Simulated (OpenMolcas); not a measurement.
# Mo IV: effect of the active space

```json
{"Program": "OpenMolcas", "Method": "CASSCF", "Basis": "ANO-R1", "Scalar Hamiltonian": "X2C, finite nucleus", "Spin-orbit coupling": "state interaction with AMFI integrals over the reference wave functions, term energies averaged over their components"}
```

A. 3 electrons in 5 orbitals (4d); 2S+1 = 4 even, 10 roots; 2S+1 = 2 even, 40 roots; cost roughly 9 core-seconds
B. 3 electrons in 10 orbitals (4d 5d); 2S+1 = 4 even, 10 roots; 2S+1 = 2 even, 40 roots kept (CI in the orbitals of an earlier block); cost about 12 core-seconds

Energies in cm⁻¹ above 4d³ ⁴F_3/2, the measured ground level; measured values from Sugar and Musgrove, J. Phys. Chem. Ref. Data 17, 155 (1988).

```tsv
Level	A	B	Measured
4d³ ⁴F_3/2	0.0	0.0	0.0
4d³ ⁴F_5/2	755	757	778
4d³ ⁴F_7/2	1727	1732	1760
4d³ ⁴F_9/2	2855	2864	2865
4d³ ⁴P_1/2	13101	12977	10338
4d³ ⁴P_3/2	13194	13080	10331
4d³ ²G_7/2	14206	14023	11580
4d³ ⁴P_5/2	14295	14201	11612
4d³ ²G_9/2	14930	14758	12311
4d³ ²P_1/2	18499	18338	14348
4d³ ²H_9/2	18845	18637	15995
4d³ ²H_11/2	19237	19050	16357
4d³ ²D_5/2(1)	21005	20770	16809
4d³ ²D_3/2(1) [54 %]	21259	21039	
4d³ ²F_7/2	30775	30505	24787
4d³ ²F_5/2	31123	30849	25100
4d³ ²D_5/2(2)	47814	47029	38922
4d³ ²D_3/2(2)	48216	47372	39231
```

Deviations, from unrounded energies. A percentage is the sum of absolute deviations over the sum of measured energies, with the sign that they share, or ± where signs differ.

```json
{"Against measurement": "mean absolute deviation (cm-1)", "Levels": "16", "A": "3600", "B": "3400"}
{"Against measurement": "fine structure of the ground term (%)", "Levels": "3", "A": "-1.2", "B": "-0.9"}
{"Against measurement": "other terms of the ground configuration (%)", "Levels": "13", "A": "+23.2", "B": "+21.7"}
```

B lies closest to measurement on these levels. The largest miss of B in the table is 4d³ ²D_3/2(2), by +8100 cm-1. The ranking rests on the paired levels alone, and a cruder setting can come out closer through cancelling errors.

Between A and B the level of the table that moves most is 4d³ ²D_3/2(2), by 840 cm-1 (lowest in B, highest in A).

Without dynamic correlation excited terms often stand tens of per cent too high (terms of higher spin than the ground term too low), and those without a measured partner can miss by more than the paired ones. The basis is small and was not contracted for so high a charge. Terms from blocks run as CI alone lack orbitals of their own (holds for B). Active for correlation alone: 5d; no level in the range computed is led by a configuration that fills it, so any true level of that kind is missing (holds for B). Computed and measured levels are paired by configuration, term and J; levels that our copy of the source lacks, or whose pairing is in doubt (as where it misses far off the trend of its configuration), stay unpaired and out of the deviations. Levels of configurations outside the active space are missing. Levels that lie high or do not pair safely by name in every column are left out.

A share in square brackets marks a mixed level and gives the weight of the term that names it, the lowest over the columns. A number in round brackets counts repeated terms of one configuration in the order of the reference energies.
